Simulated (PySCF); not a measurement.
A homologous series of growing length: n-germane silyl/silyl. All species are isolated molecules in the gas phase. One relaxed conformer stands for each flexible species; it need not be the lowest. Strings in code marks are SMILES.

The numbers are results of PBE-D3(BJ)/def2-TZVP // r2SCAN-D4/def2-SVP (PySCF), not measurements. All candidates: neutral, multiplicity 1. Delta-SCF ions had no search for a lower state. Excitations are Tamm–Dancoff values on a coarser integration grid. The basis has no diffuse functions, so Rydberg states are missing or too high.

| Quantity | Value |
|---|---|
| vertical ionisation energy (Delta-SCF) | 8.25 eV |
| T1 excitation (TDA) | 4.42 eV |
| HOMO–LUMO gap | 4.64 eV |

### Question
Name which member has these values.
A. `[SiH3][GeH2][GeH2][GeH2][GeH2][SiH3]`
B. `[SiH3][GeH2][GeH2][SiH3]` (Si–Ge–Ge–Si torsion 178°)
C. `[SiH3][GeH2][GeH2][GeH2][GeH2][GeH2][SiH3]`
D. `[SiH3][GeH2][GeH2][GeH2][GeH2][GeH2][GeH2][SiH3]`

### Answer
A, `[SiH3][GeH2][GeH2][GeH2][GeH2][SiH3]`. The others give `[SiH3][GeH2][GeH2][GeH2][GeH2][GeH2][SiH3]`: 8.01 eV, 4.22 eV, 4.41 eV; `[SiH3][GeH2][GeH2][SiH3]` (Si–Ge–Ge–Si torsion 178°): 8.98 eV, 5.05 eV, 5.37 eV; `[SiH3][GeH2][GeH2][GeH2][GeH2][GeH2][GeH2][SiH3]`: 7.81 eV, 4.07 eV, 4.23 eV
